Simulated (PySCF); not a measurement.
Cd(Cl)(OSiH3) (CdClH3OSi), SMILES [SiH3][O][Cd][Cl]. Atoms are numbered in the order given.

```xyz
7

Cd     0.1412     0.3781     0.0000
Cl    -0.3054     2.6155     0.0000
O      0.6440    -1.5333     0.0000
Si    -0.3425    -2.8832     0.0000
H     -1.2408    -2.9381    -1.2148
H      0.5367    -4.1038     0.0000
H     -1.2408    -2.9381     1.2148
```
Charge 0, spin multiplicity 1.

The structure is a stationary point at PBE-D3(BJ)/def2-SVP. The def2 effective core potentials stand for the cores of Cd; spin–orbit coupling is left out. Other conformers were not sampled.

All values below come from PBE-D3(BJ)/def2-SVP (PySCF).

Frequencies are harmonic and unscaled.

| mode | ν (cm⁻¹) | IR (km/mol) | moving atoms (share of kinetic energy) |
|---|---|---|---|
| 1 | 53 | 0.4 | H 78 %, Cl 11 % |
| 2 | 59 | 2.1 | Cl 37 %, Si 27 %, Cd 24 %, H 8 % |
| 3 | 112 | 11.8 | O 49 %, Cd 26 %, Cl 16 %, H 8 % |
| 4 | 135 | 7.6 | O 30 %, Si 30 %, Cd 23 %, H 9 % |
| 5 | 352 | 11.1 | Cl 70 %, O 17 % |
| 6 | 478 | 26.2 | O 39 %, Cd 28 %, Si 16 %, H 9 %, Cl 9 % |
| 7 | 693 | 46.2 | H 84 %, Si 9 % |
| 8 | 703 | 40.6 | H 78 %, O 12 %, Si 11 % |
| 9 | 906 | 66.7 | H 96 % |
| 10 | 916 | 58.7 | H 78 %, O 16 % |
| 11 | 926 | 355.0 | O 59 %, H 20 %, Si 20 % |
| 12 | 971 | 348.1 | H 91 %, Si 9 % |
| 13 | 2120 | 173.7 | H 96 % |
| 14 | 2124 | 114.5 | H 98 % |
| 15 | 2166 | 140.7 | H 97 % |
